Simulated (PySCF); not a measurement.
1,2-dichlorocyclobutene (C₄H₄Cl₂), SMILES ClC1=C(Cl)CC1. The structure is a stationary point at PBE-D3(BJ)/def2-SVP.

Task: Give the equilibrium geometry at PBE-D3(BJ)/def2-SVP (PySCF confirms it by a frequency run) as a Z-matrix, and its point group. (An estimate is asked for; the answer gives what the named calculation found.)

Result: point group C2v.
```
C
H 1 1.1096
H 1 1.1096 2 109.49
C 1 1.5137 2 115.24 3 131.83
C 4 1.3568 1 94.06 2 115.47
C 5 1.5137 4 94.06 1 0.00
H 6 1.1096 5 115.24 4 115.47
H 6 1.1096 7 109.49 5 -131.83
Cl 5 1.7137 4 134.41 1 180.00
Cl 4 1.7137 5 134.41 6 180.00
```
Charge 0, spin multiplicity 1.
